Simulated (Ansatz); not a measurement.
Forces on a displaced structure

KHO, closed shell, displaced at random from a GFN2-xTB minimum.

| atom | x (Å) | y (Å) | z (Å) |
| --- | --- | --- | --- |
| O1 | -0.4348 | -0.2541 | -0.2781 |
| K2 | 1.4833 | -0.2443 | 0.7612 |
| H3 | -1.1138 | 0.3997 | -0.5703 |

Computed with Ansatz 0.2.0 (basis: def2-TZVPP); correlated methods freeze the cores. The outer core shell of Li, Na, Mg and K is correlated. The def2 sets are not built for correlating such inner shells, so the correlated values are less sure here.

CCSD(T) forces from the calculation:
```json
{"atom": "O1", "Fx": "-1.660", "Fy": "1.313", "Fz (eV/Å)": "-0.747"}
{"atom": "K2", "Fx": "0.847", "Fy": "-0.135", "Fz (eV/Å)": "0.443"}
{"atom": "H3", "Fx": "0.813", "Fy": "-1.177", "Fz (eV/Å)": "0.304"}
```

(1) Which atom feels the largest CCSD(T) force, and how large is it?

No T1 diagnostic of these runs exceeds 0.013. These are differences at one structure, and CCSD(T) in triple zeta is itself an approximation.

Results:

(1) O1, 2.24 eV/Å, along (-0.74, 0.58, -0.33).

Root-mean-square difference of the force components from those of CCSD(T): PBE0-D4 0.124; wB97M-V 0.068; r2SCAN-D4 0.116; PBE-D4 0.289; r2SCAN0-D4 0.169; r2SCANh-D4 0.103 eV/Å.

For scale, one of the runs: CCSD(T)/def2-TZVPP forces, 78 basis functions (an equivalent command: `ansatz run in.yaml --threads 4`). Hardware: 4 CPU threads, shared host. Wall time about 3.4 s.
